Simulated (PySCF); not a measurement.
arsine cation (AsH₃), SMILES [AsH3] (connectivity only; charge and spin as stated), charge +1, multiplicity 2.

Geometry: r2SCAN-D4/def2-TZVPD. The multiplicity is an assumed one; other spin states were not compared.

Two levels are set side by side: PBE/def2-TZVPD (PySCF) and M06-2X/def2-TZVPD (PySCF). Same geometry, gas phase. Differences are taken from unrounded values.

| quantity | PBE |
|---|---|
| α-spin orbital gap (eV) | 6.41 |
| β-spin orbital gap (eV) | 4.91 |
| mean polarisability (bohr³) | 23.9 |

Task: These are the PBE values. What does M06-2X give? (Estimate from the structure and the level; the computed values follow.)

Result: 
| quantity | M06-2X | PBE minus M06-2X |
|---|---|---|
| α-spin orbital gap (eV) | 10.79 | -4.38 |
| β-spin orbital gap (eV) | 9.32 | -4.41 |
| mean polarisability (bohr³) | 23.4 | 0.5 |

Rough cost on one machine, each run with all the roots and properties that it gave: M06-2X against PBE within a factor of 2.
